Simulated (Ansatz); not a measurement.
# A substitution series on Nb: OH to F

On one Nb centre that keeps O, n of the OH ligands are replaced by F. The HOMO–LUMO gap y in eV at wB97M-V/def2-TZVPP. Shapes: PBE0-D4/def2-TZVP. Flexible molecules stand in one conformer, not always the lowest. Programs: Ansatz 0.2.0.

```
 molecule  n  y (eV)
 Nb(OH)3O  0   12.47
Nb(OH)2FO  1   12.80
Nb(OH)F2O  2       ?
    NbOF3  3   13.13
```

Task: Fit y = c + s·n to the known rows and predict Nb(OH)F2O.

Result: 
1. Means of the 3 rows: n = 1.33333, y = 12.800.
2. Σ(Δn)² = 4.6667, Σ(Δn·Δy) = 0.99, so the slope is 0.99/4.6667 = 0.21214.
3. Intercept: 12.800 − (0.21214) × 1.33333 = 12.517. The largest residual of the fit is 0.071.
4. Nb(OH)F2O: 12.517 + (0.21214) × 2 = 12.94 eV.

The run gave 13.01 eV, so the prediction is off by -0.07 eV, within the largest residual. The step per swap drifts from +0.33 to +0.12 eV. Other levels give for Nb(OH)F2O: r2SCAN-D4/def2-TZVPP 6.45; r2SCAN0-D4/def2-TZVPP 8.83 eV. Orbital gaps aren't excitation energies, and the LUMO depends on the basis. At 8 other levels on record the series doesn't rise at every step. For atoms past krypton def2 sets carry core potentials with scalar relativity.
